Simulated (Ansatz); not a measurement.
System: SnHF2, charge 0, doublet. SnHF2 (SMILES [F][SnH][F], doublet).
B3LYP-D3(BJ)/def2-TZVP minimum from Ansatz (a program for electronic structure):
```
Sn
F 1 1.9361
F 1 1.9361 2 101.86
H 1 1.7619 2 105.64 3 110.17
```
Charge 0, spin multiplicity 2.

Atomisation energy term by term, kcal/mol (programs: Ansatz). UHF or UKS for unpaired electrons; spin-orbit terms are left out. Correlated methods leave the cores frozen (noble-gas shells, and filled d and f shells in the p block). Past Kr the def2 sets carry scalar-relativistic core potentials. CBS(X,Y): correlation extrapolated as X^-3, Hartree-Fock from the larger set. A bracket is a step between two methods taken in the basis named. For partners of very few electrons the exact lower level stands in for a higher one. Spin-orbit terms, left out, reach several kcal/mol for Br and I, and more for heavier atoms.

| term | basis | kcal/mol |
|---|---|---|
| Hartree-Fock | def2-QZVPP | 173.69 |
| CCSD correlation | CBS(def2-TZVPP,def2-QZVPP) | 89.07 |
| (T) | CBS(def2-TZVPP,def2-QZVPP) | 7.61 |
| CCSDT(Q) - CCSD(T) | def2-SVP | 0.86 |
| sum: De |  | 271.2 |
